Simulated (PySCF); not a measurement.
CH8GeO2Si.
Geometry (PBE0-D3(BJ)/def2-SVP, Å), atoms numbered from 1 in this order:
```
atom  x, y, z in Å
C1    -2.7115    0.7156   -0.1276
O2    -1.3913    0.3016   -0.3239
Si3   -0.8468   -0.8136   -1.4319
O4     0.7658   -0.9468   -1.1570
Ge5    1.8176   -0.1195    0.0279
H6    -3.1181    1.2403   -1.0118
H7    -2.7429    1.4144    0.7223
H8    -3.3839   -0.1308    0.1061
H9    -1.1052   -0.3347   -2.8229
H10   -1.5318   -2.1242   -1.2185
H11    1.7228    1.4002   -0.1867
H12    1.3758   -0.5108    1.4481
H13    3.2311   -0.6374   -0.2764
```

The calculation used PySCF 2.14.0, PBE0-D3(BJ)/def2-SVP geometry optimisation, gas phase.

Masses are those of the commonest isotopes; rigid-rotor values at the optimised geometry. The values belong to one conformer with, in the numbering `[CH3:1][O:2][SiH2:3][O:4][GeH3:5]`, C1–O2–Si3–O4 -177°, O2–Si3–O4–Ge5 -1°.

**Question.** Give the principal moments of inertia and the rotational constants in MHz.

**Answer.** Ia = 96.45, Ib = 437.44, Ic = 518.14 u·Å²; 505379 MHz·u·Å²/I gives A = 5240, B = 1155, C = 975.4 MHz.

**Question.** Classify the top.

**Answer.** A near-prolate asymmetric top. Ray's parameter κ = (2B − A − C)/(A − C) = -0.916; −1 is the prolate and +1 the oblate limit.

**Question.** What does the inertial defect say?

**Answer.** Not planar: Δ = Ic − Ia − Ib = -15.75 u·Å². For a rigid frame Δ = −2 Σ m c², so Σ m c² = 7.88 u·Å² lies off the ab plane: 7.86 from hydrogen and 0.01 from heavier atoms. The atom farthest from that plane is 1.29 Å away.

**Question.** List the rotational levels J(Ka,Kc) to J = 5 (MHz).

**Answer.** Above 0(0,0):
J = 1: 1(0,1) 2131, 1(1,1) 6215, 1(1,0) 6395
J = 2: 2(0,2) 6386, 2(1,2) 10297, 2(1,1) 10836, 2(2,1) 23090, 2(2,0) 23095
J = 3: 3(0,3) 12755, 3(1,3) 16415, 3(1,2) 17495, 3(2,2) 29482, 3(2,1) 29511, 3(3,1) 50357, 3(3,0) 50357
J = 4: 4(0,4) 21220, 4(1,4) 24567, 4(1,3) 26365, 4(2,3) 38000, 4(2,2) 38087, 4(3,2) 58891, 4(3,1) 58892, 4(4,1) 88102, 4(4,0) 88102
J = 5: 5(0,5) 31759, 5(1,5) 34746, 5(1,4) 37442, 5(2,4) 48640, 5(2,3) 48842, 5(3,3) 69564, 5(3,2) 69567, 5(4,2) 98768, 5(4,1) 98768, 5(5,1) 136326, 5(5,0) 136326
The levels of one J sum to (2J + 1)J(J + 1)(A + B + C)/3.

**Question.** Which lines would a microwave search look for?

**Answer.** The dipole components are |μa| = 0.78 D, |μb| = 1.18 D, |μc| = 0.02 D. The squared components, which scale the intensities, stand as 0.43 : 1.00 : 0.00 (a : b : c). Some lines, for components of 0.1 D or more:

```
type  branch         J(Ka,Kc)    MHz  lower level (cm⁻¹)
   a       Q  2(1,1) ← 2(1,2)    540               0.343
   a       R  1(0,1) ← 0(0,0)   2131               0.000
   a       R  2(1,2) ← 1(1,1)   4081               0.207
   a       R  2(0,2) ← 1(0,1)   4256               0.071
   b       Q  1(1,0) ← 1(0,1)   4264               0.071
   a       R  2(1,1) ← 1(1,0)   4441               0.213
   b       Q  2(1,1) ← 2(0,2)   4450               0.213
   b       R  1(1,1) ← 0(0,0)   6215               0.000
   b       R  2(1,2) ← 1(0,1)   8166               0.071
   b       Q  2(2,0) ← 2(1,1)  12259               0.361
   b       Q  2(2,1) ← 2(1,2)  12793               0.343
   b       R  2(2,1) ← 1(1,0)  16695               0.213
   b       R  2(2,0) ← 1(1,1)  16880               0.207
```

PBE0-D3(BJ)/def2-SVP frequencies: not computed here. Zero-point vibration and centrifugal distortion are left out. A rigid rotor knows nothing of internal rotation, which can split or shift real lines.
